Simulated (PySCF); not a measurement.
Electron correlation in In⁺ (indium, charge +1)

[Kr] 4d10 5s2, closed-shell 1S. Calculation: PySCF 2.14, in x2c-SVPall; scalar relativity by spin-free X2C-1e. Frozen: [Kr] 4d10; 2 electrons correlated.

Total MP2 correlation energy: -20.46 mhartree.

Same-spin part 0.00 and opposite-spin part -20.46 mhartree; SCS-MP2 scales them by 1/3 and 6/5 to -24.56 mhartree.

With two correlated electrons CCSD is exact within the correlated space (frozen core and kept virtual orbitals).

```
level  correlation energy (mhartree)
 CCSD                         -30.89
```

Diagnostics: T1 = 0.0051, D1 = 0.0073, largest double amplitude 0.100.

Cost of the coupled-cluster step: 0.06 s of wall time on 1 thread of Neoverse-V1 (shared host), for 2 correlated electrons.
